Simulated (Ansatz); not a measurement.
Ligand exchange: MgH(NH2) + Si(CH3)3(NH2) → Mg(NH2)2 + SiH(CH3)3

Species: MgH(NH2), singlet; Si(CH3)3(NH2), singlet; Mg(NH2)2, singlet; SiH(CH3)3 (trimethylsilane), singlet. The partners trade H for NH2: Mg–H and Si–NH2 bonds give way to Mg–NH2 and Si–H.

Shapes, held fixed at every level: PBE0-D4/def2-TZVP. Flexible molecules stand in one conformer, not always the lowest. Programs: Ansatz 0.2.0. The zero-point and thermal change to 298 K, harmonic and unscaled (PBE0-D4/def2-TZVP), is +4.4 kJ/mol.

**Question.** Estimate ΔH(298 K) of this reaction.

**Answer.** The highest level, CCSD(T)/def2-TZVPP, gives ΔH(298 K) = +2.1 kJ/mol; the levels span -8.5 to +8.6. That is about zero within the method's error. They disagree on the sign: 6 of 8 are positive. The column of differences is taken from that level and isn't an error. No measured value is set beside it here. Outer-core shells of Mg are correlated, in sets that cover them unevenly. Times are processor times on shared x86 and Arm servers, and rough.

| level | kind | ΔH(298 K) (kJ/mol) | less CCSD(T)/def2-TZVPP | CPU time (sum over the molecules) |
| --- | --- | --- | --- | --- |
| PBE-D4/def2-TZVPP | GGA | +3.5 | +1.4 | 36 s |
| r2SCAN-D4/def2-TZVPP | meta-GGA | +2.8 | +0.7 | 68 s |
| BHLYP-D4/def2-TZVPP | global hybrid | +8.6 | +6.5 | 44 s |
| wB97X-V/def2-TZVPP | range-separated hybrid | +6.1 | +4.0 | 1.9 min |
| MP2/def2-TZVPP | perturbation theory | -1.7 | -3.8 | – |
| CCSD(T)/def2-SVP | coupled cluster or CI | -8.5 | -10.6 | 80 s |
| CCSD/def2-TZVPP | coupled cluster or CI | +1.8 | -0.3 | – |
| CCSD(T)/def2-TZVPP | coupled cluster or CI | +2.1 | 0.0 | 47 min |
